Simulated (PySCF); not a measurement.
Computed shifts of a molecule C4H6F2, HF/pcSseg-1 (PySCF), GIAO, gas phase, equivalent atoms averaged, in ppm (number of nuclei): ¹³C: 158.4 (1), 88.2 (1), 15.7 (2). ¹⁹F: -80.8 (2). ¹H: 2.01 (6). References: ¹³C against TMS (σ = 192.6 ppm); ¹⁹F against CFCl3 (σ = 238.5 ppm); ¹H against TMS (σ = 31.99 ppm), references at their B3LYP-D3(BJ)/def2-TZVP geometries, non-relativistic. The structure is a stationary point at PBE0-D3(BJ)/def2-SVP. One conformer was computed; it need not be the lowest.

Question: Which molecule gave these data?
(A) C/C=C/C(F)F
(B) C=CC(C)(F)F
(C) C/C(F)=C(\C)F
(D) CC(C)=C(F)F

Answer: D, CC(C)=C(F)F
